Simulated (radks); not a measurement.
Effect of the nuclear size on the mercury ion Hg68+, [Ne] 3s2. Calculated with a radial shooting solver on a logarithmic mesh with Libxc functionals: Dirac Kohn-Sham, PBE, spin-unpolarised, spherical densities, finite nucleus; Fermi nuclear charge, rms radius 5.4648 fm. The rms radius is varied about that value; shifts are against it.

rms radius (fm)	total energy shift (eV)	density at nucleus (e/bohr^3)	1s1/2 shift (meV)	2s1/2 shift (meV)	2p1/2 shift (meV)	3s1/2 shift (meV)	3p1/2 (empty) shift (meV)	4s1/2 (empty) shift (meV)
4.5904	-31.9	2.494e+06	-12800	-1960	-59.9	-538	-21.9	-216
5.0167	-16.8	2.405e+06	-6730	-1030	-31.5	-283	-11.5	-113
5.4648	0	2.322e+06	0.000	0.000	0.000	0.000	0.000	0.000
5.9894	20.7	2.236e+06	8300	1270	39.1	349	14.3	140
6.2572	31.7	2.196e+06	12700	1950	59.9	534	21.9	214

Slopes of the eigenvalues against <r^2> in GHz/fm^2, as finite differences over the two radii next to the reference (eigenvalue slopes, not the field-shift constants of lines): 1s1/2 340000, 2s1/2 52100, 2p1/2 1590, 3s1/2 14300, 3p1/2 (empty) 583, 4s1/2 (empty) 5720.
